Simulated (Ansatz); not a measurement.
Ansatz (a program for electronic structure) input:

Ansatz 0.2 input:
```yaml
crystal:
  periodic: [false, false, false]
  atoms:
    - {symbol: B, position_ang: [0.82105105, 0.25566261, -0.04784153]}
    - {symbol: Cl, position_ang: [1.04256463, 1.92065791, 0.00890757]}
    - {symbol: Cl, position_ang: [1.95357423, -0.97585909, -0.19887878]}
    - {symbol: N, position_ang: [-0.69422211, -0.22885684, 0.05622185]}
    - {symbol: H, position_ang: [-1.26188213, 0.16657893, -0.70315399]}
    - {symbol: H, position_ang: [-1.12251847, 0.08399201, 0.93616971]}
    - {symbol: H, position_ang: [-0.76442439, -1.25264802, 0.01098421]}
basis:
  gaussian:
    orbitals: def2-TZVP
hamiltonian:
  xc: b3lyp
  dispersion: d3bj
total_charge: 1
relax: {f_tol: 0.002, max_steps: 150}
```

Question: Which total energy does the run end on?

Answer: -1001.74943 Eh (B3LYP-D3(BJ)/def2-TZVP). The basis has 154 functions. The run takes about 40 core-seconds (a rough figure).

It need not be the lowest isomer of its formula.
